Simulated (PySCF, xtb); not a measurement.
B(H)2(OEt) (C2H7BO), SMILES C(OB)C. The values are those of a single conformer.

Harmonic wavenumbers (cm⁻¹) from GFN2-xTB in xtb at its own minimum, in rising order: 63, 205, 333, 389, 520, 835, 863, 892, 970, 1054, 1099, 1158, 1184, 1253, 1328, 1371, 1401, 1473, 1479, 1495, 2517, 2635, 2895, 2923, 3040, 3046, 3049.

What does TPSSh-D3(BJ)/def2-SVP run with PySCF give at its own minimum? (An estimate is asked for; the answer gives what the named calculation found.)

75, 242, 332, 391, 489, 811, 847, 1007, 1042, 1050, 1120, 1180, 1231, 1301, 1371, 1406, 1437, 1477, 1492, 1510, 2555, 2670, 3030, 3040, 3091, 3130, 3137. Paired by order, the mean absolute difference is 42 cm⁻¹ and the zero-point energies are 56.4 and 57.8 kcal/mol.
